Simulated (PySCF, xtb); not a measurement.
AlCl₂H₃N, SMILES [NH3]->[Al+]([Cl])[Cl] (connectivity only; charge and spin as stated), charge +1, multiplicity 1.

GFN2-xTB in xtb at its own geometry gives an orbital gap of 4.61 eV.

Geometry: ωB97X-D3(BJ)/def2-SVP. The spin state was assumed, not searched. The isomer is the one that the SMILES or the coordinates give; other isomers of the formula were not compared.

What does PBE/def2-TZVPD (PySCF) give? (An estimate is asked for; the answer gives what the named calculation found.)

gap 5.68 eV (levels -12.84 and -7.16 eV).
